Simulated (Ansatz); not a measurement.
Ansatz (a quantum-chemistry and plane-wave program) input file for silicon monosulfide (SSi), SMILES S=[Si] (connectivity only; charge and spin as stated), neutral, multiplicity 1, PBE-D3(BJ)/def2-TZVPD. 

Ansatz 0.2 input:
```yaml
crystal:
  periodic: [false, false, false]
  atoms:
    - {symbol: Si, position_ang: [0.00000000, 0.00000000, -1.06661707]}
    - {symbol: S, position_ang: [0.00000000, 0.00000000, 0.93328993]}
basis:
  gaussian:
    orbitals: def2-TZVPD
hamiltonian:
  xc: pbe
  dispersion: d3bj
relax: {f_tol: 0.002, max_steps: 200}
```

Log of the run:

```
Functional definition: PBE
integrals: 0.02 GiB planned
568 factors; their error is unknown
mean field: 0.18 GiB planned
mean field evaluation 1: about -18702.7805 eV, gradient 2.7e1 eV
mean field evaluation 2: about -18666.5386 eV, gradient 9.7e1 eV
mean field evaluation 4: about -18704.9398 eV, gradient 7.0e0 eV
mean field evaluation 8: about -18705.0909 eV, gradient 1.1e-1 eV
mean field evaluation 16: about -18705.0862 eV, gradient 1.6e-5 eV
mean field -18705.08618947 eV, -687.3992387002 hartree, gradient 1.6e-5 eV, S^2 0.000000; 0 other end points of the search recorded, 0 dependent functions left out
the calculation of the forces begins
reference -18705.08623026 eV, -687.3992401993 hartree; 15, 15 occupied and 74, 74 virtual orbitals, 568 factors
relax step   1: F+E_penalty+E_count = -18705.12717120 eV  Δ(F+E_penalty+E_count) = +0.000e0 eV  max|allowed force component| = 1.250e0 eV/Å  Δτ_max = 0.0000 Å  (27 SCF iters, accepted)
these checks for a lower state are left out or cut short: starts, cluster_reference, orbital_swaps, neighbouring_geometries, increment
integrals: 0.02 GiB planned
568 factors; their error is unknown
mean field: 0.18 GiB planned
mean field -18705.11509028 eV, -687.4003007853 hartree, gradient 3.3e-5 eV, S^2 0.000000; 0 other end points of the search recorded, 0 dependent functions left out
the calculation of the forces begins
reference -18705.11513027 eV, -687.4003022550 hartree; 15, 15 occupied and 74, 74 virtual orbitals, 568 factors
relax step   2: F+E_penalty+E_count = -18705.15613548 eV  Δ(F+E_penalty+E_count) = -2.896e-2 eV  max|allowed force component| = 3.788e-1 eV/Å  Δτ_max = 0.0306 Å  (26 SCF iters, accepted)
these checks for a lower state are left out or cut short: starts, cluster_reference, orbital_swaps, neighbouring_geometries, increment
integrals: 0.02 GiB planned
568 factors; their error is unknown
mean field: 0.18 GiB planned
mean field -18705.11749610 eV, -687.4003891976 hartree, gradient 1.1e-5 eV, S^2 0.000000; 0 other end points of the search recorded, 0 dependent functions left out
the calculation of the forces begins
reference -18705.11753627 eV, -687.4003906739 hartree; 15, 15 occupied and 74, 74 virtual orbitals, 568 factors
relax step   3: F+E_penalty+E_count = -18705.15852890 eV  Δ(F+E_penalty+E_count) = -2.393e-3 eV  max|allowed force component| = 1.478e-3 eV/Å  Δτ_max = 0.0064 Å  (26 SCF iters, accepted)
integrals: 0.02 GiB planned
568 factors; their error is unknown
mean field: 0.18 GiB planned
mean field evaluation 32: about -18675.8811 eV, gradient 8.8e1 eV
mean field -18705.11749610 eV, -687.4003891976 hartree, gradient 1.6e-5 eV, S^2 0.000000; 1 other end points of the search recorded, 0 dependent functions left out
the calculation of the forces begins
reference -18705.11753627 eV, -687.4003906738 hartree; 15, 15 occupied and 74, 74 virtual orbitals, 568 factors
Total energy: -18705.15856907 eV, -687.4018986015 hartree
Atom 0 at     0.000000     0.000000    -1.042405 Å, force    -0.000000    -0.000000    -0.001478 eV/Å
Atom 1 at    -0.000000    -0.000000     0.909078 Å, force    -0.000000     0.000000     0.001478 eV/Å
Dipole moment:     0.000000     0.000000    -0.334445 e Å
```

The run converged.
